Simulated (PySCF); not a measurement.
## TbO: energy against distance

Set-up: Tb x2c-SVPall, O x2c-SVPall; spin-free X2C with a Gaussian nucleus (PySCF 2.14). Energies in eV from Tb (4f9 6s2) + O in their ground configurations at the same level. State: octet, about 8.2 electrons in the 4f shell (Mulliken), real f orbitals that mix terms.

| R (Å) | ωB97X |
| --- | --- |
| 1.532 | -4.559 |
| 1.604 | -5.532 |
| 1.675 | -6.077 |
| 1.728 | -6.268 |
| 1.782 | -6.313 |
| 1.835 | -6.242 |
| 1.907 | -6.011 |
| 1.996 | -5.563 |
| 2.103 | -4.879 |
| 2.245 | -3.869 |

Task: Put a parabola through the three lowest points of the ωB97X curve and estimate Re, k and ωe (reduced mass 14.53 u; 1 eV/Å² = 0.16022 mdyn/Å; ωe = 1302.8·√(k/μ) cm⁻¹).

Result: Through R = 1.728, 1.782, 1.835 Å the second-order coefficient is 20.3 eV/Å², so Re ≈ 1.776 Å, k ≈ 6.51 mdyn/Å and ωe ≈ 872 cm⁻¹. A polynomial fit of higher order to the unrounded ωB97X energies gives Re = 1.774 Å, k = 6.68 mdyn/Å, ωe = 883 cm⁻¹; anharmonicity and rounding make the difference.

The higher-order fit for each curve: ωB97X: Re = 1.774 Å, ωe = 883 cm⁻¹, De = 6.31 eV.

Spin–orbit coupling is left out, which matters for elements this heavy, above all for dissociation energies. The state is the lowest single determinant that the PBE0 search found; with open d or f shells the true ground state can be another one.
